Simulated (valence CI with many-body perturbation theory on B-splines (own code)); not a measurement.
Ladder of approximations for Al

Method: configuration interaction combined with many-body perturbation theory (CI+MBPT): three valence electrons over a frozen Dirac-Fock core [Ne], radial functions for each j: 11 s, 11 p, 9 d, 7 f, 5 g, 2 h, 1 i, with the one-electron correlation potential Σ1, the two-electron term Σ2, the three-electron term Σ3, Breit, model QED; selected CI, second order for the rest (own B-spline code, finite nucleus).

Against 21 measured levels this calculation errs by 47 cm⁻¹ on average and by 85 at most.

Each rung adds one term. CI alone is the Dirac-Coulomb CI over the frozen core; QED comes last and gives the full result, which names the levels. Energies are above 3s2 3p 2P°_1/2 on the same rung, in cm⁻¹.

Names give the largest LS component (configuration and term), which can be under half, so a name can repeat, a term be missing and a line seem to break the LS rules; names also repeat where a configuration has a term twice. Letters in brackets count levels of one name in rising energy.

| Level | CI alone |
| --- | --- |
| 3s2 3p 2P°_3/2 | 112 |
| 3s2 4s 2S_1/2 | 25460 |
| 3s 3p2 4P_1/2 | 27996 |
| 3s 3p2 4P_3/2 | 28042 |
| 3s 3p2 4P_5/2 | 28119 |
| 3s2 3d 2D_3/2 | 32124 |
| 3s2 3d 2D_5/2 | 32126 |
| 3s2 4p 2P°_1/2 | 32966 |
| 3s2 4p 2P°_3/2 | 32983 |
| 3s2 5s 2S_1/2 | 37726 |
| 3s2 4d 2D_3/2 [a] | 38727 |
| 3s2 4d 2D_5/2 [a] | 38732 |
| 3s2 5p 2P°_1/2 | 40280 |
| 3s2 5p 2P°_3/2 | 40286 |
| 3s2 4f 2F°_7/2 | 41332 |
| 3s2 4f 2F°_5/2 | 41332 |

Q: What do these energies become with core correlation, Breit and QED?

A: 3s2 3p 2P°_3/2 112 (-0.7); 3s2 4s 2S_1/2 25403 (-57); 3s 3p2 4P_1/2 28935 (+939); 3s 3p2 4P_3/2 28982 (+940); 3s 3p2 4P_5/2 29058 (+939); 3s2 3d 2D_3/2 32449 (+325); 3s2 3d 2D_5/2 32450 (+324); 3s2 4p 2P°_1/2 32988 (+22); 3s2 4p 2P°_3/2 33004 (+22); 3s2 5s 2S_1/2 37724 (-2.0); 3s2 4d 2D_3/2 [a] 38970 (+243); 3s2 4d 2D_5/2 [a] 38974 (+242); 3s2 5p 2P°_1/2 40299 (+19); 3s2 5p 2P°_3/2 40305 (+18); 3s2 4f 2F°_7/2 41379 (+47); 3s2 4f 2F°_5/2 41379 (+47).

Q: How does the ionisation energy move along the ladder, and which term matters most?

A: CI alone 5.9855, + Σ1 6.0560, + Σ2 5.9923, + Σ3 5.9913, + Breit 5.9904, + QED 5.9910 eV. The largest step is Σ1, 0.0705 eV, with Σ2 about as large (-0.0638). NIST lists 5.98577 eV (measured).
